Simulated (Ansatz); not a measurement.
This geometry of a periodic cell of 17 atoms, Al16P (surface Al(110), adsorbate P) is a first-order saddle point. Atoms 1 to 4 are held.

Method: Ansatz 0.2.0, DFT LDA, scalar-relativistic, plane waves, PAW. Settings: cutoff 420 eV, k mesh 2x3x1, fermi-dirac smearing 0.05 eV, no spin polarisation.

```xyz
17
Lattice="8.1000 0.0000 0.0000 0.0000 5.7276 0.0000 0.0000 0.0000 15.2957" Properties=species:S:1:pos:R:3
Al 2.025 1.432 1.000
Al 6.075 1.432 1.000
Al 2.025 4.296 1.000
Al 6.075 4.296 1.000
Al -0.028 0.000 2.204
Al 4.079 0.000 2.204
Al -0.057 2.863 2.197
Al 4.109 2.863 2.198
Al 2.027 1.489 3.647
Al 6.077 1.501 3.714
Al 2.027 4.235 3.647
Al 6.077 4.223 3.714
Al 0.194 -0.002 4.887
Al 3.858 -0.002 4.887
Al 0.101 2.862 4.961
Al 3.952 2.862 4.961
P 6.077 5.725 5.640
```

Which two structures does it join? (They come from a converged band through this point; their orientation in space is the band's.)

Contacts lost: Al12–P17. Contacts made: Al10–P17. The atom that moves furthest is P17, by 2.86 Å.

Image 0:

```xyz
17
Lattice="8.1000 0.0000 0.0000 0.0000 5.7276 0.0000 0.0000 0.0000 15.2957" Properties=species:S:1:pos:R:3
Al 2.025 1.432 1.000
Al 6.075 1.432 1.000
Al 2.025 4.296 1.000
Al 6.075 4.296 1.000
Al 0.005 0.017 2.281
Al 4.045 0.017 2.279
Al 0.007 2.845 2.283
Al 4.043 2.845 2.281
Al 2.024 1.427 3.776
Al 6.076 1.430 3.572
Al 2.025 4.295 3.851
Al 6.074 4.292 3.524
Al -0.116 0.072 4.997
Al 4.166 0.074 4.996
Al -0.112 2.784 4.998
Al 4.161 2.782 4.996
P 6.067 4.287 5.872
```

Image 6:

Only the atoms that move by more than 0.05 Å are listed.
```
Al9 2.025 1.431 3.851
Al11 2.024 4.291 3.776
Al13 -0.112 -0.080 4.998
Al14 4.161 -0.082 4.996
Al15 -0.116 2.936 4.997
Al16 4.166 2.938 4.996
P17 6.067 7.151 5.872
```

How far does it lie above each of them?

0.45 eV above the first and 0.45 eV above the second. This is the barrier of this one path; another mechanism may lie lower. Limits of this set-up: coarse k mesh, thin slab, slab without dipole correction, odd electron count without spin.

Run time: 8.6 min on 1 thread of Intel(R) Xeon(R) Platinum 8488C (Sapphire Rapids) (shared host), peak memory 0.9 GiB.
